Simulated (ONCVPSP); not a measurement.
What one change does to a pseudopotential (phosphorus (P), ONCV)

ONCVPSP 4.0.1 input, shortened (lines: element, Z, core and valence counts, functional; n l f; lmax; l rc ep ncon nbas qcut; lloc lpopt rc5 dvloc0; l nproj debl; icmod fcfact rcfact), LDA (Perdew-Zunger), scalar-relativistic:

```
  P 15.00    3    2        3      upf
    1    0    2.00
    2    0    2.00
    2    1    6.00
    3    0    2.00
    3    1    3.00
    1
    0    1.55    0.00    4    8    3.80
    1    1.65    0.00    4    7    5.80
    4    3    1.05    0.00
    0    3    3.20
    1    2    0.30
    0    0.00    0.00
```

Change: s: rc 1.94.

Cutoffs: the cutoffs (Ha) at which the residual kinetic energy of the hardest occupied pseudo-wave falls to 1 and 0.1 mHa per electron; they do not see the model core or the augmentation charge, which bear on the density cutoff. Errors are all-electron minus pseudo energies relative to the spin-unpolarised reference configuration.

What does the change do?

The potential gets softer (21 Ha and 66 Ha → 7.8 Ha and 40 Ha); of the 4 tests that both files solve, the error grows in 4 and shrinks in 0 by more than 15 % and 0.3 meV (median size 17.6 → 23.9 meV); neither file shows a bound ghost. A larger radius leaves more room for a smooth pseudo-wave, so fewer plane waves are needed. More of the atom is replaced by a form fitted at one configuration, so other configurations suffer.

```tsv
quantity	base	changed
cutoff, loose	21 Ha	7.8 Ha
cutoff, tight	66 Ha	40 Ha
loose cutoff by channel	s 21 Ha, p 5.2 Ha	s 7.8 Ha, p 5.2 Ha
bound ghosts	none	none
GHOST(+) flags under 300 eV	s at 278.9 eV	s at 297.5 eV
error for 3s2 3p2, meV [ΔE 9.82 eV]	+2.4	+3.6
error for 3s2 3p1, meV [ΔE 29.07 eV]	+28	+37
error for 3s2 3p0, meV [ΔE 58.96 eV]	+132	+164
error for 3s0 3p5, meV [ΔE 17.14 eV]	+7.1	-11
p: phases at 1.68 bohr within 0.05 rad from the reference energy up to (Ha; the scan ends near 5)	3.4	3.4
```

Changed file: The cutoffs count occupied waves only; projector 3 of the s channel, the hardest unoccupied one, needs 38 Ha at the loose tolerance.
